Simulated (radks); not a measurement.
Results of a calculation; reference values are marked as such.
All-electron atom: the technetium ion Tc+ in [Kr] 4d6 (not the ground configuration). Code: a radial shooting solver on a logarithmic mesh with Libxc functionals. Model: non-relativistic Kohn-Sham, PBE, spin-polarised, spherical densities, point nucleus; open shells are filled with parallel spins first (spin-orbit coupling, left out, can overturn this in heavy ions); relativity is left out, which matters for an element this heavy.

Unscreened Slater integrals over Kohn-Sham orbitals (hartree). They are taken over the spin-up orbitals.

| integral | value |
|---|---|
| F0(4d,4d) | 0.53225 |
| F2(4d,4d) | 0.26084 |
| F4(4d,4d) | 0.16841 |
| F0(4d,4p) | 0.61713 |
| F2(4d,4p) | 0.29480 |
| G1(4d,4p) | 0.36519 |
| G3(4d,4p) | 0.22129 |
| F0(4d,4s) | 0.63482 |
| G2(4d,4s) | 0.26348 |
| F0(4p,4p) | 0.75349 |
| F2(4p,4p) | 0.39549 |
| F0(4p,4s) | 0.78562 |
| G1(4p,4s) | 0.53498 |
| F0(4s,4s) | 0.82256 |

Derived for the open shells (J is the average intra-shell exchange parameter used in DFT+U). 4d: Racah B = F2/49 - 5 F4/441 = 0.003414 hartree, C = 35 F4/441 = 0.01337 hartree, C/B = 3.92, F4/F2 = 0.646, J = (F2 + F4)/14 = 0.03066 hartree.
